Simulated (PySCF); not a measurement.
PySCF job for Mg(I)(Me) (CH3IMg), SMILES [CH3][Mg][I], B3LYP-D3(BJ)/def2-TZVP. Coordinates come from a B3LYP-D3(BJ)/def2-TZVP optimisation. The def2 effective core potentials stand for the cores of I; spin–orbit coupling is left out.

```python
import numpy as np
from pyscf import gto, scf, dft, df
from pyscf.hessian import thermo

mol = gto.M(
    atom='''
    Mg   -0.00000000    0.00000000    1.56876099
    I     0.00000000   -0.00000000   -0.99616455
    C     0.00000000   -0.00000001    3.64313240
    H     0.88241309   -0.50946143    4.03759836
    H    -0.88241308   -0.50946142    4.03759836
    H     0.00000001    1.01892286    4.03759836
    ''',
    basis='def2-TZVP',
    ecp={'I': 'def2-tzvp'},
    charge=0,
    spin=0,
    max_memory=1600,
    verbose=3,
)
mf = dft.RKS(mol, xc='b3lyp').density_fit(auxbasis='def2-universal-jkfit')
mf.disp = 'd3bj'
mf.grids.level = 3
mf.conv_tol = 1e-11
mf.max_cycle = 100
mf.kernel()

# [left out here: the lines that compute and print the analytic Hessian (its translational invariance restored by hand, since the grid's response is missing), thermochemistry and intensities]
```

It prints:

```
converged SCF energy = -537.908933052195

WARN: DFTD3 does not support analytical Hessian, using finite difference


WARN: Mole.unit (angstrom) is changed to Bohr

Mode                                 0                   1                   2
Irrep
Freq [cm^-1]                       95.2707             95.2788            252.2508
Reduced mass [au]                   4.8733              4.8734              7.7108
Force const [Dyne/A]                0.0261              0.0261              0.2891
Char temp [K]                     137.0733            137.0850            362.9327
Normal mode                   x     y     z       x     y     z       x     y     z
       0  Mg                 0.00 -0.16  0.00    0.16  0.00 -0.00    0.00  0.00  0.12
       1   I                -0.00  0.01 -0.00   -0.01 -0.00  0.00   -0.00 -0.00 -0.04
       2   C                -0.00  0.12  0.00   -0.12 -0.00 -0.00   -0.00 -0.00  0.17
       3   H                -0.00  0.19  0.09   -0.19 -0.00  0.16    0.00 -0.00  0.17
       4   H                -0.00  0.19  0.09   -0.19 -0.00 -0.16   -0.00 -0.00  0.17
       5   H                -0.00  0.19 -0.18   -0.19 -0.00  0.00   -0.00  0.00  0.17
Mode                                 3                   4                   5
Irrep
Freq [cm^-1]                      586.6997            587.5453            587.5495
Reduced mass [au]                   6.7654              1.2126              1.2126
Force const [Dyne/A]                1.3721              0.2466              0.2466
Char temp [K]                     844.1302            845.3469            845.3529
Normal mode                   x     y     z       x     y     z       x     y     z
       0  Mg                 0.00 -0.00  0.15   -0.00  0.04  0.00   -0.04 -0.00  0.00
       1   I                -0.00  0.00 -0.01    0.00 -0.00 -0.00    0.00  0.00 -0.00
       2   C                -0.00  0.00 -0.18    0.00 -0.11 -0.00    0.11  0.00 -0.00
       3   H                -0.00  0.00 -0.18    0.02  0.21  0.34   -0.18 -0.03  0.59
       4   H                 0.00  0.00 -0.18   -0.03  0.21  0.34   -0.18  0.02 -0.59
       5   H                 0.00 -0.00 -0.18   -0.00  0.17 -0.68   -0.23 -0.00  0.00
Mode                                 6                   7                   8
Irrep
Freq [cm^-1]                     1158.1320           1451.0637           1451.0669
Reduced mass [au]                   1.1996              1.0598              1.0598
Force const [Dyne/A]                0.9480              1.3147              1.3147
Char temp [K]                    1666.2941           2087.7577           2087.7622
Normal mode                   x     y     z       x     y     z       x     y     z
       0  Mg                 0.00 -0.00  0.00    0.00 -0.00  0.00   -0.00 -0.00  0.00
       1   I                 0.00  0.00 -0.00   -0.00  0.00  0.00    0.00  0.00 -0.00
       2   C                -0.00 -0.00 -0.12    0.00 -0.07  0.00   -0.07 -0.00  0.00
       3   H                -0.18  0.10  0.48    0.38  0.49 -0.15    0.07  0.39  0.25
       4   H                 0.18  0.10  0.48   -0.38  0.51 -0.14    0.06 -0.37 -0.25
       5   H                 0.00 -0.20  0.48   -0.01 -0.15  0.29    0.72 -0.00  0.01
Mode                                 9                  10                  11
Irrep
Freq [cm^-1]                     3018.3530           3091.8255           3091.8286
Reduced mass [au]                   1.0318              1.0994              1.0994
Force const [Dyne/A]                5.5382              6.1918              6.1918
Char temp [K]                    4342.7379           4448.4485           4448.4530
Normal mode                   x     y     z       x     y     z       x     y     z
       0  Mg                 0.00 -0.00  0.00    0.00 -0.00 -0.00   -0.00 -0.00  0.00
       1   I                -0.00  0.00 -0.00    0.00 -0.00  0.00   -0.00 -0.00  0.00
       2   C                -0.00  0.00 -0.05    0.09 -0.00 -0.00   -0.00 -0.09 -0.00
       3   H                 0.47 -0.27  0.18   -0.54  0.32 -0.25   -0.32  0.16 -0.14
       4   H                -0.47 -0.27  0.18   -0.53 -0.32  0.24    0.33  0.17 -0.14
       5   H                 0.00  0.54  0.18    0.02  0.01  0.00   -0.00  0.72  0.28
temperature 298.1500 [K]
pressure 101325.00 [Pa]
Rotational constants [GHz] 160.97291 1.29669 1.29669
Symmetry number 3
Zero-point energy (ZPE) 0.03524 [Eh]   92512.394 [J/mol]
                           tot       elec      trans        rot        vib
Entropy [J/mol/K]       309.386      0.000    172.519     93.744     43.123
Cv [J/mol/K]             63.658      0.000     12.472     12.472     38.714
Cp [J/mol/K]             71.972      0.000     20.786     12.472     38.714
Internal energy [J/mol]                      3718.434   3718.434  99086.417
Internal energy [Eh]   -537.86836  -537.90893
Enthalpy [J/mol]                             6197.391   3718.434  99086.417
Enthalpy [Eh]          -537.86742
Gibbs free energy [J/mol]                  -45239.239 -24231.263  86229.267
Gibbs free energy [Eh] -537.90255
mode   freq/cm-1   IR/(km/mol)
   1       95.27        19.351
   2       95.28        19.351
   3      252.25        14.992
   4      586.70        74.244
   5      587.55        59.299
   6      587.55        59.302
   7     1158.13         1.598
   8     1451.06         0.056
   9     1451.07         0.056
  10     3018.35        25.668
  11     3091.83        12.162
  12     3091.83        12.161
max |gradient| / (hartree/bohr): 7.008173251677043e-05
APT charges: [ 0.9845 -0.5712 -0.3135 -0.0333 -0.0333 -0.0333]
```

Self-consistency was reached.

Cost: very roughly 100 core-seconds.
